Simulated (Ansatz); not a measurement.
This geometry of C₂H₇AlSSi (12 atoms, charge 0, multiplicity 1) is a first-order saddle point.

All numbers below come from RKS PBE-D4/6-31G* in Ansatz 0.2.0.

```xyz
12
Properties=species:S:1:pos:R:3
C -1.294 0.572 0.612
C -0.087 0.145 -0.222
Si 1.380 -0.509 0.787
Al -0.273 -0.381 -2.090
S 0.483 1.540 -1.507
H -1.037 1.373 1.331
H -2.131 0.942 -0.007
H -1.668 -0.289 1.198
H 1.104 -0.374 2.261
H 2.649 0.220 0.462
H 1.620 -1.972 0.514
H -0.669 -1.322 -3.306
```

Task: Which two structures does it join? (They come from a converged band through this point; their orientation in space is the band's.)

Result: No bond is made or broken. The dihedral S5–C2–Si3–H10 goes from -59 to 62°. The two ends are copies of one structure, up to a mirror image or an exchange of like atoms.

First end point:

```xyz
12
Properties=species:S:1:pos:R:3
C -1.383 0.409 0.617
C -0.115 0.151 -0.188
Si 1.364 -0.489 0.780
Al -0.099 -0.181 -2.109
S 0.449 1.716 -1.262
H -1.212 1.148 1.424
H -2.213 0.791 -0.004
H -1.722 -0.531 1.091
H 1.900 0.522 1.757
H 2.467 -0.863 -0.171
H 0.975 -1.725 1.547
H -0.333 -1.003 -3.446
```

Last end point:

```xyz
12
Properties=species:S:1:pos:R:3
C -1.291 0.646 0.619
C -0.113 0.133 -0.203
Si 1.360 -0.513 0.772
Al -0.260 -0.483 -2.046
S 0.531 1.449 -1.536
H -0.992 1.473 1.292
H -2.117 1.021 -0.011
H -1.690 -0.171 1.248
H 0.902 -1.563 1.750
H 2.068 0.570 1.539
H 2.345 -1.152 -0.167
H -0.666 -1.466 -3.223
```

Task: How far does it lie above each of them?

Result: 2.8 kcal/mol above the first and 2.8 kcal/mol above the second. This is the barrier of this one path; another mechanism may lie lower.

Time of the run: 3.3 min on 2 threads of Arm Neoverse V1, on a shared host, peak memory 0.15 GiB.
